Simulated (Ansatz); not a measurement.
Cost and result for the atomization energy of `C1C[SiH2][SiH2]O1` (13 atoms, 13 bonds).

```xyz
13

C     0.5313    1.2031   -0.5219
C    -0.4974    0.2612   -1.1527
Si   -1.1093   -0.9423    0.1832
Si    0.8979   -0.6437    1.3416
O     1.4695    0.5068    0.2852
H     0.0203    1.9670    0.0795
H     1.1057    1.7261   -1.2909
H    -1.3078    0.8328   -1.6120
H    -0.0186   -0.3256   -1.9431
H    -2.3148   -0.4277    0.8895
H    -1.4085   -2.2935   -0.3585
H     1.8664   -1.7688    1.3791
H     0.7653   -0.0956    2.7212
```

The species carries charge 0 and has multiplicity 1. Geometry: relaxed with PBE0-D4/def2-TZVP. Program: Ansatz. All runs use 4 threads of a server CPU on a shared host. Times are those of one run each, without the atoms' runs, and a repeat can differ threefold. Electronic energies, without spin–orbit coupling; frozen cores. CCSD(T)/CBS adds CCSD(T) − MP2 in def2-TZVPP to the MP2 limit, and its time is that of the two runs behind it. T1 = 0.013. HSE06 is the plane-wave form, built on full-range PBE exchange.

CCSD(T)/CBS is a level of theory with its own doubt, some kJ/mol a heavy atom from the limit and from the frozen cores, so smaller differences don't rank the functionals.

```
                level  functions  wall time
 revPBE-D4/def2-TZVPP        289      2.6 s
   BLYP-D4/def2-TZVPP        289      2.8 s
  BHLYP-D4/def2-TZVPP        289        4 s
   PBE0-D4/def2-TZVPP        289      4.1 s
  HSE06-D4/def2-TZVPP        289      4.5 s
     CCSD(T)/def2-SVP        118      6.5 s
r2SCANh-D4/def2-TZVPP        289        7 s
  PBE-QIDH/def2-TZVPP        289      7.5 s
   ωB97X-V/def2-TZVPP        289       11 s
    B97M-V/def2-TZVPP        289       12 s
       MP2/def2-QZVPP        551       35 s
   CCSD(T)/def2-TZVPP        289    3.8 min
    CCSD(T)/CBS(def2)          –    4.4 min
```

Q: What atomization energy does each give, and how far from CCSD(T)/CBS? (Estimate.)

A: The calculation gave: 
| level | atomization (kJ/mol) | difference from CCSD(T)/CBS | per bond |
| --- | --- | --- | --- |
| revPBE-D4/def2-TZVPP | 4658.8 | -55.1 | -4.2 |
| BLYP-D4/def2-TZVPP | 4670.7 | -43.2 | -3.3 |
| BHLYP-D4/def2-TZVPP | 4603.4 | -110.5 | -8.5 |
| PBE0-D4/def2-TZVPP | 4702.6 | -11.3 | -0.9 |
| HSE06-D4/def2-TZVPP | 4705.2 | -8.7 | -0.7 |
| CCSD(T)/def2-SVP | 4434.8 | -279.1 | -21.5 |
| r2SCANh-D4/def2-TZVPP | 4697.0 | -16.9 | -1.3 |
| PBE-QIDH/def2-TZVPP | 4679.8 | -34.1 | -2.6 |
| ωB97X-V/def2-TZVPP | 4739.1 | 25.2 | 1.9 |
| B97M-V/def2-TZVPP | 4723.5 | 9.6 | 0.7 |
| MP2/def2-QZVPP | 4707.1 | -6.8 | -0.5 |
| CCSD(T)/def2-TZVPP | 4593.5 | -120.4 | -9.3 |
| CCSD(T)/CBS(def2) | 4713.9 | 0.0 | 0.0 |

At CCSD(T), def2-SVP lies −279.0 kJ/mol from the extrapolated value and def2-TZVPP −120.3 kJ/mol: correlation converges slowly with the basis, and small sets miss more of it in the bonded molecule than in its fragments. The D4 term adds +51.0 kJ/mol with B3LYP and +26.7 kJ/mol with PBE0; it sums over pairs of atoms, weighted by their polarisabilities, and B3LYP, whose exchange is more repulsive, gets the larger term. Leaving LDA and LC-ωPBE aside and taking each functional with its dispersion term where it has one, the values, not all of them listed here, spread over 150.3 kJ/mol, from BHLYP-D4 to PBE-D4. LDA lies +608.2 kJ/mol from PBE without D4, its usual overbinding.

B3LYP here is the variant with VWN-RPA as its local correlation; programs differ in this.
